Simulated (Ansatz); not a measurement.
Start from `C=C[Se][SiH2]O` and change one atom or group to get `C=C[Se][GeH3]`.

Ansatz, PBE0-D4/def2-TZVP geometries, multiplicity 1. Each molecule was computed in one conformer, which needn't be the lowest.

Scalar relativity is left out up to krypton.

| property | `C=C[Se][SiH2]O` |
| --- | --- |
| size of the dipole moment (PBE/def2-TZVPP) / D | 0.81 |
| size of the dipole moment (ωB97M-V/def2-TZVPP) / D | 0.80 |
| LUMO energy (ωB97M-V/def2-TZVPP) / eV | 1.54 |
| HOMO–LUMO gap (PBE/def2-TZVPP) / eV | 4.26 |
| HOMO–LUMO gap (PBE0/def2-TZVPP) / eV | 6.24 |
| HOMO–LUMO gap (ωB97M-V/def2-TZVPP) / eV | 10.24 |

(1) Give the same properties after the change, and the shifts. (An estimate is asked.)

## Answers

(1) Computed: 
| property | `C=C[Se][GeH3]` | shift |
| --- | --- | --- |
| size of the dipole moment (PBE/def2-TZVPP) / D | 1.03 | 0.22 |
| size of the dipole moment (ωB97M-V/def2-TZVPP) / D | 1.15 | 0.35 |
| LUMO energy (ωB97M-V/def2-TZVPP) / eV | 1.49 | -0.05 |
| HOMO–LUMO gap (PBE/def2-TZVPP) / eV | 4.05 | -0.21 |
| HOMO–LUMO gap (PBE0/def2-TZVPP) / eV | 6.05 | -0.19 |
| HOMO–LUMO gap (ωB97M-V/def2-TZVPP) / eV | 10.04 | -0.20 |

Dipoles are sizes alone; their direction can turn.

Spin–orbit coupling is left out; it splits and shifts lone-pair levels of the heavy atoms by tenths of an eV.
